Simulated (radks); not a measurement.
Species: Cr IX. Configuration: [Ne] 3s2 3p4. All-electron calculation, Dirac Kohn-Sham, BLYP, spin-unpolarised, spherical densities, finite nucleus; open shells fill j = l - 1/2 first; Fermi nuclear charge, rms radius 3.6452 fm. Program: a radial shooting solver on a logarithmic mesh with Libxc functionals. Some entries of the table are withheld. Estimate them.

| orbital | occ. | eigenvalue (hartree) | <r^2> (bohr^2) |
|---|---|---|---|
| 1s1/2 | 2 | -222.8749 | 0.005432 |
| 2s1/2 | 2 | -31.17832 | 0.1007 |
| 2p1/2 | 2 | -27.50633 | 0.08121 |
| 2p3/2 | 4 | -27.18641 | 0.08286 |
| 3s1/2 | 2 | -8.44278 | (1) |
| 3p1/2 | 2 | -7.36032 | 0.7893 |
| 3p3/2 | 2 | -7.30849 | 0.7996 |
| 3d3/2 | 0 | -5.62901 | 0.7918 |
| 3d5/2 | 0 | -5.62163 | 0.7944 |
| 4s1/2 | 0 | -3.67052 | (2) |

Answer. 
(1) 3s1/2 <r^2> (bohr^2): 0.7591
(2) 4s1/2 <r^2> (bohr^2): 3.422
